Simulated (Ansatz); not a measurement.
Coupled-cluster diagnostics for Si4H7⁻, Ansatz.

Geometry of the singlet (B3LYP-D4/def2-SVPD):

```tsv
atom	x (Å)	y (Å)	z (Å)
Si1	0.3069	-1.4523	0.0922
Si2	-0.8582	1.5834	1.0014
Si3	1.3216	0.6172	0.6341
Si4	-1.4368	-0.0487	-0.6811
H5	0.9778	-2.4633	-0.8024
H6	-0.7301	2.8189	0.1023
H7	2.1424	1.0113	-0.5730
H8	-2.8210	-0.6544	-0.7058
H9	-0.0928	-2.2205	1.3218
H10	2.3379	0.5912	1.7520
H11	-1.1476	0.2171	-2.1414
```

Correlated methods freeze 20 core orbitals. The structure comes from a short search, and lower isomers may exist.

(1) Estimate the CCSD(T) correlation energy, the shares of MP2 and (T), T1 and the reference's ⟨S²⟩ for: charge -1, singlet, own geometry in def2-TZVPD; and the rough time on 4 threads of Arm Neoverse V2 on a shared host.

Answers

(1) 
| state | basis | correlation (eV) | MP2 share (%) | (T) share (%) | T1 | ⟨S²⟩ (pure) | wall time |
| --- | --- | --- | --- | --- | --- | --- | --- |
| charge -1, singlet, own geometry | def2-TZVPD | -16.191 | 82.7 | 4.7 | 0.018 | 0.00 (0.00) | 4.3 min |
Customary marks for T1 are 0.02 (closed shells), 0.045 (open shells) and about 0.05 (3d metals). T1 stays under 0.02 throughout.
